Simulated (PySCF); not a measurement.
C3H6FNSi, SMILES [C@@H](C#C)(N)[SiH2]F. Atoms are numbered in the order given.

```xyz
12

C      2.7297    -0.4546    -0.6745
C      1.7012    -0.3658    -0.0153
C      0.4154    -0.2186     0.6514
N     -0.1992    -1.5071     1.0345
Si    -0.6942     0.7746    -0.5507
F     -2.1849     0.8139     0.1546
H      3.6567    -0.5399    -1.2237
H      0.5574     0.3884     1.5757
H     -0.2913    -2.1017     0.1990
H     -1.1587    -1.3278     1.3622
H     -0.8137     0.0040    -1.8324
H     -0.2504     2.1914    -0.7737
```

Coordinates come from a PBE-D3(BJ)/def2-SVP optimisation. The structure was generated by enumeration; whether it is a known compound was not checked. The values are those of a single conformer.

Level of theory: PBE/pcSseg-1 in PySCF.

GIAO shieldings, no solvent; atoms listed in one row are averaged. δ = σ(ref) − σ: ¹³C against TMS (σ = 182.0 ppm); ¹⁵N against NH3 (σ = 267.0 ppm); ²⁹Si against TMS (σ = 335.4 ppm); ¹⁹F against CFCl3 (σ = 133.6 ppm); ¹H against TMS (σ = 31.49 ppm), references at their B3LYP-D3(BJ)/def2-TZVP geometries, non-relativistic.

Computed chemical shifts:
| nucleus | atoms | count | δ (ppm) |
|---|---|---|---|
| ¹³C | C2 | 1 | 84.3 |
| ¹³C | C1 | 1 | 82.7 |
| ¹³C | C3 | 1 | 41.2 |
| ¹⁵N | N4 | 1 | 41.2 |
| ²⁹Si | Si5 | 1 | -3.9 |
| ¹⁹F | F6 | 1 | -240.5 |
| ¹H | H12 | 1 | 5.75 |
| ¹H | H11 | 1 | 4.98 |
| ¹H | H8 | 1 | 4.11 |
| ¹H | H7 | 1 | 2.79 |
| ¹H | H10 | 1 | 1.45 |
| ¹H | H9 | 1 | 0.32 |
